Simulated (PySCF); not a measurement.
Start geometry of `O=CO/C([SiH3])=C/[SiH3]` from GFN2-xTB (Å):
```
atom  x, y, z in Å
O1    -2.830    0.566    0.394
C2    -2.697   -0.513   -0.075
O3    -1.576   -1.073   -0.373
C4    -0.332   -0.346   -0.135
Si5   -0.536    1.431    0.501
C6     0.741   -1.024   -0.407
Si7    2.534   -0.453   -0.235
H8    -3.511   -1.183   -0.312
H9    -1.206    2.299   -0.443
H10    0.873    1.873    0.554
H11   -1.018    1.459    1.899
H12    0.611   -2.043   -0.761
H13    3.335   -1.593   -0.596
H14    2.786    0.645   -1.161
H15    2.811   -0.062    1.141
```

What comes out of this run: PBE0-D3(BJ)/def2-SVP geometry optimisation, gas phase in PySCF 2.14.0?

```
atom  x, y, z in Å
O1    -2.3649    0.6308    0.2277
C2    -2.2176   -0.4640   -0.2407
O3    -1.0485   -1.0160   -0.5463
C4     0.1287   -0.2981   -0.3288
Si5    0.0979    1.4978    0.3121
C6     1.2553   -0.9717   -0.6140
Si7    3.0344   -0.3887   -0.4687
H8    -3.0398   -1.1656   -0.4797
H9    -0.5770    2.4442   -0.6166
H10    1.5582    1.8395    0.3024
H11   -0.3725    1.6230    1.7177
H12    1.1084   -1.9982   -0.9788
H13    3.8909   -1.5482   -0.8629
H14    3.3315    0.7509   -1.3874
H15    3.3866    0.0049    0.9280
```

The energy falls by 0.295 eV over 10 energy and gradient evaluations, the largest force component goes from 0.0654 to 2.8e-04 Eh/bohr, and the atoms move by 0.078 Å rms after alignment. The bond that changes most is O3–C4 (ends: ester single-bonded oxygen; vinylic carbon bearing oxygen), which shortens by 0.065 Å. Bonds longer at the end by more than 0.005 Å: 12 of 14; shorter: 2. Among the angles that change most is Si5–C4–C6, from 130.4° to 123.9°. Rotational constants go from 3686, 1012, 810.2 to 3596, 1007, 802.4 MHz. The orientation of the end geometry is arbitrary; only internal coordinates are fixed.

The run used 146 basis functions and 72 SCF cycles in all. The run took 2.8 min wall on Arm Neoverse N1, one thread, on a shared host, and the process peaked at 0.57 GiB of memory.

No PBE0-D3(BJ)/def2-SVP frequencies stand behind this structure, so it isn't proved a minimum. The numbers are those of one conformer.
